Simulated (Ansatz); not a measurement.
A run for Ansatz (an electronic-structure program): R-revPBE/def2-TZVPP on H2 (SMILES [H][H]).

Ansatz 0.2 input:
```yaml
crystal:
  periodic: [false, false, false]
  atoms:
    - {symbol: H, position_ang: [0.00000000, 0.00000000, 0.37198582]}
    - {symbol: H, position_ang: [-0.00000000, -0.00000000, -0.37198582]}
basis:
  gaussian:
    orbitals: def2-TZVPP
hamiltonian:
  xc: {name: revPBE}
scf: {lower_state_search: off}
```

It printed:

```
WARN ansatz: RAYON_NUM_THREADS=4 ignored (pool sized by the plan → 4); use --threads N
Functional definition: revPBE
these checks for a lower state are left out or cut short: stability, starts, cluster_reference, orbital_swaps, neighbouring_geometries, increment
integrals: 0.00 GiB planned
118 factors; their error is unknown
mean field: 0.05 GiB planned
mean field evaluation 1: about -31.6967 eV, gradient 9.3e0 eV
mean field evaluation 2: about -31.9759 eV, gradient 3.2e0 eV
mean field evaluation 4: about -32.0179 eV, gradient 6.1e-2 eV
mean field evaluation 8: about -32.0163 eV, gradient 1.0e-4 eV
mean field -32.01633135 eV, -1.1765784757 hartree, gradient 3.3e-7 eV, S^2 0.000000; 0 other end points of the search recorded, 0 dependent functions left out
reference -32.01635812 eV, -1.1765794595 hartree; 1, 1 occupied and 27, 27 virtual orbitals, 118 factors
Total energy: -32.01635812 eV, -1.1765794595 hartree
Checks for a lower state left out: stability, starts, cluster_reference, orbital_swaps, neighbouring_geometries, increment
```

The run converged.

Cost: around 0.20 core-seconds (rough).
